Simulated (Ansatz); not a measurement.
Basis-set series for CH5NOSi, SMILES `CO[Si]N`. Charge 0, multiplicity 1. The structure was optimised at the PBE0-D4/def2-TZVP level. It is one conformer, not always the lowest.

Z-matrix (Å, degrees):
```
C
O 1 1.408
H 1 1.093 2 109.6
H 1 1.097 2 112.1 3 -120.5
H 1 1.093 2 109.6 3 119.0
Si 2 1.660 1 122.8 3 120.5
N 6 1.705 2 97.4 1 180.0
H 7 1.007 6 122.1 2 180.0
H 7 1.010 6 124.6 2 0.0
```

| functional | basis | functions | energy (Eh) | HOMO (eV) | LUMO (eV) |
| --- | --- | --- | --- | --- | --- |
| PBE0-D4 | def2-TZVPP | 205 | -460.39128 | -6.53 | -0.66 |
| PBE0-D4 | def2-QZVPP | 391 | -460.41179 | -6.59 | -0.78 |
| ωB97M-V | def2-TZVPP | 205 | -460.62273 | -8.69 | 1.28 |
| ωB97M-V | def2-QZVPP | 391 | -460.64234 | -8.75 | 1.04 |

Q: Give the rows for def2-SVP. (Estimate.)

A: Computed: 
```
functional     basis  functions  energy (Eh)  HOMO (eV)  LUMO (eV)
   PBE0-D4  def2-SVP         85   -460.08055      -6.39      -0.39
   ωB97M-V  def2-SVP         85   -460.30475      -8.52       1.71
```

Positive LUMOs are unbound and depend on the basis.
